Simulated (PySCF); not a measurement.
**`ClC1=CC=CC12C=CC=C2`, C9H7Cl**

Cartesian coordinates in Å; atom numbers follow the order of the lines, from 1:
```xyz
17

Cl   -0.5633   -3.1297    1.3380
C     0.4065   -1.8158    0.8337
C     1.7308   -1.6485    1.0180
C     2.1145   -0.3714    0.4116
C     1.0344    0.2234   -0.1314
C    -0.1870   -0.6432    0.0813
C    -1.2939    0.0561    0.8385
C    -2.4141    0.0560    0.0928
C    -2.1512   -0.6270   -1.1795
C    -0.8714   -1.0420   -1.2071
H     2.3966   -2.3435    1.5290
H     3.1312    0.0249    0.4092
H     0.9881    1.1784   -0.6539
H    -1.1510    0.4746    1.8345
H    -3.3733    0.4903    0.3797
H    -2.8875   -0.7719   -1.9718
H    -0.3590   -1.5843   -2.0013
```

The calculation used quadratic response CAM-B3LYP/aug-cc-pVDZ first hyperpolarisability, Taylor convention, gas phase in PySCF 2.14.0. Geometry: PBE0-D3(BJ)/def2-SVP.

**Question.** Give β for the processes computed.

**Answer.** In au, Taylor convention; the vector part is βᵢ = ⅓ Σⱼ (βᵢⱼⱼ + βⱼᵢⱼ + βⱼⱼᵢ); β∥ is 3/5 of the vector part along the dipole, the dipole points from − to +:
```tsv
process	λ (nm)	β vector norm	β∥	β HRS	depolarisation ratio
static β(0;0,0)	∞	190.7	-114.1	69.8	8.82
second harmonic β(−2ω;ω,ω)	1907	203.7	-121.9	74.7	8.75
Pockels β(−ω;ω,0)	1907	194.9	-116.6	–	–
second harmonic β(−2ω;ω,ω)	1064	238.9	-143.0	87.8	8.53
Pockels β(−ω;ω,0)	1064	204.6	-122.5	–	–
```

**Question.** Which lowest excitations, dipole and polarisabilities go with it?

**Answer.** S1 4.32 eV (f = 0.042); S2 4.39 eV (f = 0.015); S3 5.38 eV (f = 0.073); dipole 1.33 D; isotropic α 112.8 au static, 113.2 au at 1907 nm, 114.1 au at 1064 nm, 114.5 au at 953.5 nm, 118.8 au at 532 nm.
